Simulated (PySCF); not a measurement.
H5BO2SeSi, SMILES OB(O)[SiH2][SeH], PBE0/def2-SVP optimised geometry.

```
10

O      1.39    -1.45    -0.96
B      0.60    -0.90     0.00
O      1.20    -0.26     1.03
Si    -1.44    -0.90     0.00
Se    -2.16     1.28     0.00
H      0.90    -1.87    -1.67
H      2.16    -0.26     0.95
H     -2.01    -1.66     1.15
H     -2.02    -1.49    -1.25
H     -1.16     1.66     1.01
```

Density from PBE0/def2-TZVP (PySCF) at that geometry.

Minimum of the electron density along straight lines between bonded atoms, close to the bond critical point (lines longer than 1.1 times the sum of covalent radii, or with two minima, are not listed):

```
bond     length / Å  ρ at the minimum / e bohr⁻³  ∇²ρ there / e bohr⁻⁵  position (fraction from the first atom)
-------  ----------  ---------------------------  --------------------  ---------------------------------------
O1–B2         1.362                        0.209                  0.96                                     0.67
B2–O3         1.355                        0.214                  0.95                                     0.33
B2–Si4        2.038                        0.111                 -0.07                                     0.62
Si4–Se5       2.299                        0.087                  0.00                                     0.35
O1–H6         0.961                        0.359                 -2.49                                     0.81
O3–H7         0.967                        0.353                 -2.41                                     0.81
Si4–H8        1.498                        0.119                  0.15                                     0.49
Si4–H9        1.499                        0.117                  0.15                                     0.49
Se5–H10       1.472                        0.174                 -0.31                                     0.63
```
